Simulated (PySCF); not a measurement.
Working out the excitation energy of Cs

Cs [Xe] 6s1 (2S) → Cs [Xe] 5d1 (2D). Computed with PySCF 2.14 in def2-QZVPPD with the def2 core potential (46 electrons) (6s5p4d3f, 62 functions), with scalar relativity through the core potential. Frozen: nothing. Energies in hartree (1 hartree = 27.21139 eV):

| part | Cs (lower) | Cs (upper) |
| --- | --- | --- |
| UHF | -19.855219 | -19.791926 |
| MP2 opposite-spin | -0.122445 | -0.119342 |
| MP2 same-spin | -0.043552 | -0.041133 |

Question: What does Hartree-Fock give?

Answer: (-19.791926) − (-19.855219) = 0.063293 hartree = 1.722 eV.

Question: What do MP2 and SCS-MP2 (6/5 opposite-spin, 1/3 same-spin) give?

Answer: The opposite-spin parts differ by 0.084 eV and the same-spin parts by 0.066 eV. MP2: 1.722 + (0.084) + (0.066) = 1.872 eV. SCS-MP2: 1.722 + 1.2 × (0.084) + (0.066)/3 = 1.845 eV.

Measured between the centres of the two terms (NIST): 1.805 eV, so MP2 (valence and next inner shell) is off by 0.067 eV.

What remains against the reference includes basis incompleteness and correlation beyond second order.
